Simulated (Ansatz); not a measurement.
What each rung costs, and what it gives

Saddle point of CH8GaN, singlet (GaNH₄ ([NH2][GaH2]) + CH₄ → CH₅Ga ([CH3][GaH2]) + NH₃ (still joined by a long Ga–N bond); bonds formed: Ga1–C6, N2–H5; bonds broken: H5–C6; bonds weakened to dative contacts: Ga1–N2), PBE0-D4/def2-TZVP structure:

```xyz
11
angstrom
Ga -0.5110 -0.2122 -1.0348
N 0.9649 1.0346 -0.5731
H -0.0068 -1.5044 -1.7564
H -1.8782 0.5170 -1.2441
H 0.4657 0.3147 0.4553
C -0.3314 -0.5971 1.1680
H 0.7991 2.0315 -0.5939
H 1.9019 0.8369 -0.8962
H 0.4757 -1.1820 1.6157
H -1.1284 -1.3230 0.9476
H -0.7515 0.0838 1.9119
```

Barriers are electronic and count from the start structure reached by relaxing down the imaginary mode.

Computed with Ansatz 0.2.0 (basis: as named in each row); correlated methods freeze the cores. Filled d shells of the heavier atoms are correlated. The def2 sets are not built for correlating such inner shells, so the correlated values are less sure here. B3LYP uses VWN-RPA correlation. Extrapolation: Hartree–Fock as exp(−7.88 √X), correlation as X^−2.97.

Times are rough, for one single point on 4 threads of a shared host (Arm Neoverse V2).

The estimate by CCSD(T) at an estimated basis limit (MP2 extrapolated from triple and quadruple zeta, plus CCSD(T) − MP2 in triple zeta) is 35.32 kcal/mol.

```json
{"method": "HF", "basis": "STO-3G", "time (s)": "under 1", "barrier (kcal/mol)": "58.21", "method less estimate": "22.89"}
{"method": "PBE-D4", "basis": "STO-3G", "time (s)": "under 1", "barrier (kcal/mol)": "45.82", "method less estimate": "10.50"}
{"method": "SPW92", "basis": "def2-SVP", "time (s)": "under 1", "barrier (kcal/mol)": "18.51", "method less estimate": "-16.82"}
{"method": "PBE-D4", "basis": "def2-SVP", "time (s)": "under 1", "barrier (kcal/mol)": "26.94", "method less estimate": "-8.38"}
{"method": "B3LYP-D4", "basis": "6-31G", "time (s)": "under 1", "barrier (kcal/mol)": "35.80", "method less estimate": "0.47"}
{"method": "PBE0-D4", "basis": "def2-SVP", "time (s)": "under 1", "barrier (kcal/mol)": "29.63", "method less estimate": "-5.69"}
{"method": "SPW92", "basis": "def2-TZVPP", "time (s)": "under 1", "barrier (kcal/mol)": "20.88", "method less estimate": "-14.45"}
{"method": "PBE-D4", "basis": "def2-TZVPP", "time (s)": "1", "barrier (kcal/mol)": "29.15", "method less estimate": "-6.17"}
{"method": "BLYP-D4", "basis": "def2-TZVPP", "time (s)": "1", "barrier (kcal/mol)": "34.61", "method less estimate": "-0.71"}
{"method": "B3LYP-D4", "basis": "def2-TZVPP", "time (s)": "2", "barrier (kcal/mol)": "35.86", "method less estimate": "0.54"}
{"method": "BHLYP-D4", "basis": "def2-TZVPP", "time (s)": "2", "barrier (kcal/mol)": "38.90", "method less estimate": "3.57"}
{"method": "PBE0-D4", "basis": "def2-TZVPP", "time (s)": "2", "barrier (kcal/mol)": "31.31", "method less estimate": "-4.01"}
{"method": "CAM-B3LYP-D4", "basis": "def2-TZVPP", "time (s)": "2", "barrier (kcal/mol)": "36.16", "method less estimate": "0.84"}
{"method": "r2SCAN-D4", "basis": "def2-TZVPP", "time (s)": "3", "barrier (kcal/mol)": "30.82", "method less estimate": "-4.50"}
{"method": "wB97M-V", "basis": "def2-SVP", "time (s)": "3", "barrier (kcal/mol)": "32.15", "method less estimate": "-3.17"}
{"method": "RPA on PBE", "basis": "def2-TZVPP", "time (s)": "3", "barrier (kcal/mol)": "35.55", "method less estimate": "0.22"}
{"method": "r2SCAN0-D4", "basis": "def2-TZVPP", "time (s)": "3", "barrier (kcal/mol)": "32.44", "method less estimate": "-2.88"}
{"method": "CCSD(T)", "basis": "def2-SVP", "time (s)": "3", "barrier (kcal/mol)": "38.27", "method less estimate": "2.94"}
{"method": "B2PLYP", "basis": "def2-TZVPP", "time (s)": "3", "barrier (kcal/mol)": "36.61", "method less estimate": "1.28"}
{"method": "PBE-QIDH", "basis": "def2-TZVPP", "time (s)": "3", "barrier (kcal/mol)": "33.19", "method less estimate": "-2.14"}
{"method": "wB97X-V", "basis": "def2-TZVPP", "time (s)": "5", "barrier (kcal/mol)": "35.47", "method less estimate": "0.15"}
{"method": "B97M-V", "basis": "def2-TZVPP", "time (s)": "6", "barrier (kcal/mol)": "35.38", "method less estimate": "0.05"}
{"method": "wB97M-V", "basis": "def2-TZVPP", "time (s)": "6", "barrier (kcal/mol)": "34.79", "method less estimate": "-0.54"}
{"method": "MP2", "basis": "def2-QZVPP", "time (s)": "14", "barrier (kcal/mol)": "34.17", "method less estimate": "-1.15"}
{"method": "CCSD(T)", "basis": "def2-TZVPP", "time (s)": "65", "barrier (kcal/mol)": "35.20", "method less estimate": "-0.13"}
```

All methods are single points on the PBE0-D4 structures.

The T1 diagnostic stays at or below 0.013.

Labels in which every atom is bracketed show which atoms are joined, not bond orders.
